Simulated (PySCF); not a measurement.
Two species compared at the same levels of theory.

First species: C3H8FNSi.
InChI=1S/C3H8FNSi/c4-3-1-2-6(3)5/h3,6H,1-2,5H2/t3-,6-/m1/s1

Second species: C5H7N3O.
SMILES: `CC(=O)C1=NN(C)N=C1`

Levels: PBE0/def2-SVPD for dipole moment, HOMO energy, LUMO energy, HOMO–LUMO gap, static isotropic polarisability and electronic spatial extent ⟨r²⟩ about the centre of nuclear charge; TDDFT PBE0/def2-SVPD for lowest singlet excitation; TDA PBE0/def2-SVPD for lowest triplet excitation (Tamm–Dancoff); GFN2-xTB for rotational constant A and rotational constant C. Geometries: GFN2-xTB. All species are isolated and taken at one optimised geometry, non-relativistic unless stated. Electronic properties by PySCF.

The conformers computed, where there is a choice (atom-mapped SMILES and torsion angles):
- `[NH2:1][Si@@H:2]1[CH2:3][CH2:4][C@@H:5]1[F:6]`: H–N1–Si2–C3 40°, H–N1–Si2–C3 178°
- `[CH3:1][C:2](=[O:3])[c:4]1[cH:5][n:6][n:7]([CH3:8])[n:9]1`: C1–C2–C4–C5 180°

**Question.** Which has the higher dipole moment?

**Answer.** The second: 4.01 D against 1.05 D, a difference of 2.96 D.

**Question.** Which of the two has the higher HOMO energy, and by how much?

**Answer.** The first: -7.06 eV against -7.54 eV, a difference of 0.48 eV.

**Question.** Which of the two has the higher ⟨r²⟩, and by how much?

**Answer.** The second: 1263 bohr² against 718 bohr², a difference of 545 bohr².

**Question.** Which of the two has the higher static isotropic polarisability, and by how much?

**Answer.** The second: 82.8 au against 68.3 au, a difference of 14.5 au.

**Question.** Which has the higher T1 energy?

**Answer.** The first: 5.41 eV against 3.44 eV, a difference of 1.97 eV.

**Question.** Which of the two has the higher S1 energy, and by how much?

**Answer.** The first: 5.86 eV against 3.99 eV, a difference of 1.87 eV.

**Question.** Which of the two has the higher LUMO energy, and by how much?

**Answer.** The first: 0.16 eV against -1.53 eV, a difference of 1.69 eV.

**Question.** Which of the two has the higher rotational constant C, and by how much?

**Answer.** The first: 1.841 GHz against 0.893 GHz, a difference of 0.948 GHz.

On the first: A dipole of 1.05 D is allowed in C1, and pure rotational transitions are dipole-allowed. The vertical singlet–triplet gap S1 − T1 is 0.45 eV (TDDFT singlet less Tamm–Dancoff triplet; S1: HOMO→LUMO, weight 0.97; T1: HOMO→LUMO, weight 0.92).

On the second: In atomic units the dipole is 1.58 e·bohr (1 au = 2.5417 D). S1 lies 2.02 eV below the HOMO–LUMO gap; its leading configuration is HOMO→LUMO, weight 0.96. GFN2-xTB frequencies show an imaginary mode (28i cm⁻¹), so this geometry is no minimum at that level.
